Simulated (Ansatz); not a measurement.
Molecule: sum formula AlClF$_{2}$, charge 0, multiplicity 1. SMILES: [F][Al]([F])[Cl]
Coordinates optimised at B3LYP-D3(BJ)/def2-TZVP (Ansatz, an electronic-structure program):
```
Al
F 1 1.6360
F 1 1.6360 2 118.87
Cl 1 2.0683 2 120.57 3 -180.00
```

Quantity: vertical triplet-singlet gap (E(triplet) - E(singlet); each state is the SCF solution reached for its spin), in kcal/mol. Valence correlation only, unless marked. Open shells are spin-unrestricted. No spin-orbit coupling. Non-relativistic. CBS(X,Y): correlation extrapolated as X^-3; Hartree-Fock from the larger set.

```tsv
level	program	vertical triplet-singlet gap (kcal/mol)
SVWN5/def2-TZVPD	Ansatz	148.7
B3LYP/def2-TZVPD	Ansatz	158.2
PBE0/def2-TZVPD	Ansatz	160.3
BHLYP/def2-TZVPD	Ansatz	?
wB97X-V/def2-TZVPD	Ansatz	?
SCS-MP2/aug-cc-pV(Q+d)Z	Ansatz	176.0
CCSD/aug-cc-pV(D+d)Z	Ansatz	?
CCSD(T)/CBS(aug-cc-pV(T+d)Z,aug-cc-pV(Q+d)Z)	Ansatz	171.9
```

Fill in the missing entries.


- BHLYP/def2-TZVPD, vertical triplet-singlet gap (kcal/mol): 164.9
- wB97X-V/def2-TZVPD, vertical triplet-singlet gap (kcal/mol): 170.4
- CCSD/aug-cc-pV(D+d)Z, vertical triplet-singlet gap (kcal/mol): 167.9
